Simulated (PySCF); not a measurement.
## Ionisation energy of Tc by level of theory

Tc [Kr] 4d5 5s2 [4d3/2^4 4d5/2^1, M_J = 5/2] → Tc+ [Kr] 4d5 5s1 [4d3/2^4 4d5/2^1 5s1/2^1, M_J = 3], as a difference of total energies. Calculation: PySCF 2.14, in x2c-TZVPPall-2c; the two-component X2C-1e Hamiltonian. Correlated levels: [Ar] 3d10 frozen; the 6 highest virtual spinors dropped. "Screened" scales the spin-orbit matrix elements by Boettger's factors to mimic the two-electron term; Breit and QED terms are absent.

| method | ionisation energy (eV) | error (eV) |
| --- | --- | --- |
| GMP2 (spin-free) | 6.824 | -0.295 |
| GHF (screened spin-orbit) | 5.540 | -1.579 |
| GMP2 (screened spin-orbit) | 6.826 | -0.293 |

Reference: 7.119 eV (measured; NIST Atomic Spectra Database, ionization energies).

Errors of the correlated levels include the incompleteness of this basis and the frozen core.

The labels give the starting determinants; with spin-orbit coupling the two ends relaxed to ⟨J²⟩ = 8.79, ⟨L²⟩ = 0.02, ⟨S²⟩ = 8.78 and ⟨J²⟩ = 12.00, ⟨L²⟩ = 0.02, ⟨S²⟩ = 11.99.

MP2 underrates the near-degeneracy of ns² with np² in the lower species.
